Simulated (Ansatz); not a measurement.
A basis-limit estimate, worked out

An elementary step of SiNH₇SO, singlet (SiNH₅O ([NH2][SiH2][OH]) + H₂S → SiNH₅S ([NH2][SiH2][SH]) + H₂O; Si–O, H–S broken or loosened, Si–S, O–H formed or tightened). “Start” and “end” are the PBE0-D4/def2-TZVP structures reached by relaxing down either side of its saddle point, with the molecules still in contact.

Computed with Ansatz 0.2.0 (basis: def2-TZVPP and def2-QZVPP); correlated methods freeze the cores.

Energies in eV:

| quantity | end | start |
| --- | --- | --- |
| Hartree–Fock, triple zeta (X = 3) | -22313.36340 | -22313.89226 |
| Hartree–Fock, quadruple zeta (X = 4) | -22314.10655 | -22314.65356 |
| MP2 correlation, X = 3 | -21.46605 | -21.23797 |
| MP2 correlation, X = 4 | -23.18830 | -22.92663 |
| CCSD(T) correlation, X = 3 | -23.57296 | -23.37288 |

Problem. Work out the step energy at the basis limit: extrapolate Hartree–Fock as E(X) = E∞ + A exp(−7.88 √X) and the MP2 correlation as E(X) = E∞ + B X^−2.97 (the exponents that Neese and Valeev fitted for def2-TZVPP and QZVPP), then add CCSD(T) − MP2 in triple zeta.

Solution. Each step is linear, so take the differences first (end − start): Hartree–Fock 0.52886 (X = 3) and 0.54701 (X = 4); MP2 correlation -0.22808 and -0.26167; CCSD(T) correlation -0.20008.
Two points give E∞ = E(4) + w [E(4) − E(3)], with w = 1/(exp(7.88 (2 − √3)) − 1) = 0.1377 for Hartree–Fock and w = 1/((4/3)^2.97 − 1) = 0.7407 for the correlation.
Hartree–Fock: 0.54701 + 0.1377 × 0.01815 = 0.5495 eV.
MP2 correlation: -0.26167 + 0.7407 × (-0.03359) = -0.2866 eV.
CCSD(T) − MP2: -0.20008 − (-0.22808) = 0.0280 eV.
Sum: 0.5495 + (-0.2866) + 0.0280 = 0.2909 eV, or 6.71 kcal/mol. Plain CCSD(T) in triple zeta gives 0.3288 eV, so the larger basis shifts the result by -0.0379 eV.

T1 diagnostic: at most 0.012.

Labels in which every atom is bracketed show which atoms are joined, not bond orders.

For scale, one of the runs: CCSD(T)/def2-TZVPP, 244 basis functions, launched by `ansatz run in.yaml --threads 4 --pin off --events-out ev --progress --plain --max-ram 9574MiB`. The run took 62 s on 4 CPU threads of an Intel Xeon Platinum 8259CL (shared host), with 4.7 GiB of host memory at its peak.
